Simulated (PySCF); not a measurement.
## EPR parameters of C5H11OS

Compound: C₅H₁₁OS (doublet state).
Structure used (GFN2-xTB), in Å, numbered top down from 1:
```
atom  x, y, z in Å
C1    -2.986    0.015    0.147
C2    -1.642   -0.696    0.206
C3    -0.484    0.286    0.070
O4     0.719   -0.449    0.086
C5     1.903    0.216   -0.020
C6     3.092   -0.682    0.048
S7     2.108    1.825    0.654
H8    -3.795   -0.702    0.255
H9    -3.066    0.748    0.947
H10   -3.106    0.529   -0.804
H11   -1.538   -1.228    1.153
H12   -1.569   -1.430   -0.598
H13   -0.572    0.845   -0.875
H14   -0.492    1.007    0.901
H15    3.147   -1.220    1.000
H16    3.024   -1.427   -0.744
H17    3.999   -0.098   -0.077
H18    1.250    2.467   -0.156
```

The hyperfine couplings belong to this conformer and change with its torsions.

The species is `CCCO[C](C)S` [radical].

Computed with UKS B3LYP, pcH-1 on C H O S, non-relativistic, mean-field spin-orbit, GIAO (PySCF 2.14.0). The structure is a single GFN2-xTB conformer in the gas phase; no vibrational or solvent corrections. The geometry wasn't refined by DFT: couplings that depend on bond lengths, twists or pyramidal angles can differ widely from those at the functional's own minimum. No stability test was run, so a lower SCF solution isn't excluded.

```json
{"g1, g2, g3": "2.00103, 2.00319, 2.00538", "g_iso": "2.00320", "Form of g": "rhombic: the two nearest values differ by 50 % of g3 − g1", "⟨S²⟩": "0.7538 (exact 0.7500)", "α and β electrons": "33, 32", "HOMO–LUMO gap, α and β orbitals": "4.91, 5.89 eV"}
```

Hyperfine couplings atom by atom, in 10⁻⁴ cm⁻¹; T1 to T3 are the principal values of the dipolar part (1 × 10⁻⁴ cm⁻¹ = 2.998 MHz):

```csv
atom,isotope,a_iso,of which spin–orbit,T1,T2,T3,Mulliken spin population
C1,13C,-0.1,0.0,-0.1,0.0,0.1,0.00
C2,13C,-0.3,0.0,-0.2,-0.1,0.2,0.00
C3,13C,0.6,0.0,-0.6,-0.3,0.8,-0.01
O4,17O,-6.7,0.0,-19.1,9.1,10.0,0.11
C5,13C,73.5,0.0,-23.5,-22.8,46.3,0.77
C6,13C,-7.1,0.0,-0.6,-0.3,0.9,-0.06
S7,33S,-0.9,0.0,-4.4,-3.3,7.7,0.06
H8,1H,-0.1,0.0,-0.1,-0.1,0.3,0.00
H9,1H,0.0,0.0,-0.2,-0.2,0.4,0.00
H10,1H,0.1,0.0,-0.2,-0.2,0.4,0.00
H11,1H,0.0,0.0,-0.5,-0.5,1.0,0.00
H12,1H,-0.1,0.0,-0.5,-0.5,1.0,0.00
H13,1H,4.8,0.0,-1.3,-1.1,2.4,0.02
H14,1H,3.1,0.0,-1.1,-0.8,1.9,0.00
H15,1H,32.8,0.0,-1.3,-1.0,2.2,0.06
H16,1H,18.8,0.0,-1.7,-1.5,3.1,0.02
H17,1H,1.3,0.0,-1.6,-1.3,2.9,0.00
H18,1H,25.4,0.0,-1.5,-0.9,2.4,0.03
```

The Mulliken spin populations are largest on C5 (+0.77), O4 (+0.11) and S7 (+0.06). C5 is the only atom above +0.15. The angles at C5 add up to 350.7°, so it is slightly pyramidal.

Axes: g3 points within 11° of the C5–C6 bond.

Under fast tumbling the dipolar parts average out, and these isotropic splittings remain: 1 × 1H (H18, I = 1/2, 2 lines) with 2.72 mT, 3 × 1H (H15/H16/H17, I = 1/2, 4 lines) with 1.89 mT and 2 × 1H (H13/H14, I = 1/2, 3 lines) with 0.42 mT.

Nuclei that the bonding pattern makes equivalent are averaged, as if the motion that swaps them (rotation, inversion, ring flip) were fast. The three 1H nuclei of mean +52.9 MHz run from 3.9 to 98.5 MHz in the frozen geometry. The 1H value of +11.8 MHz is a mean of couplings from 9.3 to 14.4 MHz in this one geometry, not an average over conformers.

The 17O coupling of O4 (-20.1 MHz) shows only in satellite lines or after enrichment, since that isotope makes up about 0.038 % of natural oxygen.

The 13C coupling of C5 (220.5 MHz) shows only in satellite lines or after enrichment, since that isotope makes up about 1.07 % of natural carbon.

β density exceeds α density at some nuclei, such as C6 (-0.0188) and S7 (-0.0074), spin density in bohr⁻³. In a single determinant that takes different orbitals for the two spins, that is spin polarisation.

On one thread of an Arm Neoverse V1, shared host with 32 logical CPUs at a one-minute load of 16, this took 99 s wall (grids of density and orbitals included) and 0.98 GiB of memory at its peak.
